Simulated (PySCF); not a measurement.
**How good is the calculation?**

Numbering as in the mapped SMILES `[F:1][c:2]1[cH:3][cH:4][c:5]([F:6])[c:7]([F:8])[cH:9]1`. Hydrogens are named by the atom that carries them.

The experiment to reproduce: δ ¹⁹F F1 -116.0; F8 -133.8; F6 -143.8 ppm (measured; G. Saielli, R. Bini, A. Bagno, Computational 19F NMR. 2. Organic compounds, RSC Adv. 2014, ESI (exp. from Berger-Braun-Kalinowski 1994 and Everett 1995)).

Theory: coordinates at the GFN2-xTB level, NMR shieldings at PBE0/pcSseg-1/GIAO, in PySCF 2.14.0 with density-fitted response routines (a single conformation, relativity neglected, no solvent model).

Problem. How close does the calculation come?

Solution. 
Reference values: measured (G. Saielli, R. Bini, A. Bagno, Computational 19F NMR. 2. Organic compounds, RSC Adv. 2014, ESI (exp. from Berger-Braun-Kalinowski 1994 and Everett 1995)).
| atoms | quantity | reference | computed | computed, scaled |
| --- | --- | --- | --- | --- |
| F1 | δ ¹⁹F vs CFCl3 | -116.0 | -118.5 | -115.1 |
| F8 | δ ¹⁹F vs CFCl3 | -133.8 | -138.3 | -133.1 |
| F6 | δ ¹⁹F vs CFCl3 | -143.8 | -150.4 | -143.9 |

Computed shifts are σ(ref) − σ with the named reference compound (TMS for H and C) calculated as an isolated molecule at the same level. The measured values may be among those fitted. Shieldings were converted by a linear fit to measured shifts: ¹⁹F (scatter 6.0 ppm rms, 7.0 ppm with the 5 outliers that the fit left out vs CFCl3, solution or neat liquid, with a term for F on sp3 carbon). A few per cent of atoms miss by over 2 rms, more outside the fitted compound classes.

Problem. How far are the unscaled ¹⁹F shifts from the references?

Solution. Mean signed difference -4.53 ppm, mean absolute 4.53 ppm over 3 comparisons; the largest is -6.6 ppm at F6 (aryl fluorine).
